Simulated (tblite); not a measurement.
Isomers of CH9NSi3. Computed values, GFN2-xTB/tblite, gas phase, harmonic and unscaled. The method is semi-empirical: single wavenumbers can be off by several per cent or more. Modes of hydrogen on silicon can be 10 to 20 % off. One conformer each.

Electronic energies: GFN2-xTB at the same geometries; isomer energies are rough at this level and their order can be wrong.

| SMILES | electronic energy, lowest = 0 (kcal/mol) |
| --- | --- |
| C1[SiH2]N[SiH2][SiH2]1 | 0.0 |
| [H]/N=C/[SiH]([SiH3])[SiH3] | 63.9 |
| [H]/N=C\[SiH2][SiH2][SiH3] | 64.4 |

How do GFN2-xTB zero-point energies change the relative energies?

| SMILES | ZPE (kcal/mol) | of it from modes above 1550 cm⁻¹ | electronic (kcal/mol) | with ZPE, lowest = 0 (kcal/mol) | lowest mode (cm⁻¹) | rings |
| --- | --- | --- | --- | --- | --- | --- |
| C1[SiH2]N[SiH2][SiH2]1 | 57.2 | 32.2 | 0.0 | 0.0 | 62 | 1 |
| [H]/N=C/[SiH]([SiH3])[SiH3] | 53.5 | 33.2 | 63.9 | 60.2 | 20 | 0 |
| [H]/N=C\[SiH2][SiH2][SiH3] | 54.1 | 33.4 | 64.4 | 61.2 | 21 | 0 |

The zero-point energies span 3.7 kcal/mol, from `[H]/N=C/[SiH]([SiH3])[SiH3]` to `C1[SiH2]N[SiH2][SiH2]1`. The order is unchanged.
